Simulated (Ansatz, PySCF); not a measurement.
Se(SH)(SeH) (H2SSe2), SMILES [Se](S)[SeH].

The structure is a stationary point at r2SCAN-D4/def2-SVP. The values are those of a single conformer.

Vertical ionisation energy (IE) and electron affinity (EA) in eV. Rows of orbital energies are one-electron estimates. Where ΔSCF, EOM or ADC give a negative EA the extra electron is unbound and the value depends on the basis.

```
level                                                                  IE    EA
-------------------------------------------------------------------  ----  ----
−ε(HOMO), −ε(LUMO), r2SCAN/def2-TZVPD (PySCF)                        6.37  2.74
−ε(HOMO), −ε(LUMO), PBE/def2-TZVPD (PySCF)                           6.11  2.88
ΔSCF, PBE0/def2-SVPD (Ansatz), final states of multiplicity 2 and 2  9.27  0.49
ΔSCF, PBE/def2-SVPD (Ansatz), final states of multiplicity 2 and 2   8.96  0.52
```

Question: What vertical singlet–triplet gap does ΔSCF give with PBE0/def2-SVPD (Ansatz, an electronic-structure program) and with PBE/def2-SVPD (Ansatz)? (Estimate from the structure and the level; the computed values follow.)

Answer: 3.18 and 2.97 eV (triplet above singlet where positive).
